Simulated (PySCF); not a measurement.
N-formylmorpholine, C5H9NO2.
InChI=1S/C5H9NO2/c7-5-6-1-3-8-4-2-6/h5H,1-4H2

The closed-shell ground state was solved at several levels (PySCF, density fitting, gas phase, non-relativistic). Isolated species at its PBE0-D3(BJ)/def2-SVP geometry (one conformer only).

```json
{"level": "B3LYP/6-31G*", "basis functions": "130", "total energy (Eh)": "-401.1331", "HOMO (eV)": "-6.46", "LUMO (eV)": "0.76", "gap (eV)": "7.22", "dipole (D)": "2.78"}
{"level": "B3LYP/6-31G-J", "basis functions": "132", "total energy (Eh)": "-401.0863", "HOMO (eV)": "-6.55", "LUMO (eV)": "0.48", "gap (eV)": "7.03", "dipole (D)": "2.82"}
{"level": "B3LYP/def2-TZVP", "basis functions": "302", "total energy (Eh)": "-401.3032", "HOMO (eV)": "-6.78", "LUMO (eV)": "0.14", "gap (eV)": "6.92", "dipole (D)": "2.99"}
```

(1) What might B3LYP/pcJ-0 (131 basis functions) give for the same quantities?

(2) Over all these levels, which gives the widest orbital gap and which the narrowest?

(3) How much does the basis alone move the frontier levels among the 4 B3LYP rows (the withheld one included)?

(4) How far do the dipole and the HOMO energy spread over the levels?

Results:

(1) Total energy -400.4143 Eh, HOMO -6.62 eV, LUMO 0.51 eV, gap 7.13 eV, dipole 2.87 D.

(2) B3LYP/6-31G* has the widest, 7.22 eV, and B3LYP/def2-TZVP the narrowest, 6.92 eV. From the narrowest to the widest the HOMO moves by +0.32 eV and the LUMO by +0.62 eV.

(3) The HOMO by 0.32 eV and the LUMO by 0.62 eV. By rising basis size (HOMO, LUMO in eV): 6-31G* -6.46, 0.76; pcJ-0 -6.62, 0.51; 6-31G-J -6.55, 0.48; def2-TZVP -6.78, 0.14.

(4) The dipole runs from 2.78 to 2.99 D (mean 2.86 D) and the HOMO from -6.78 to -6.46 eV.
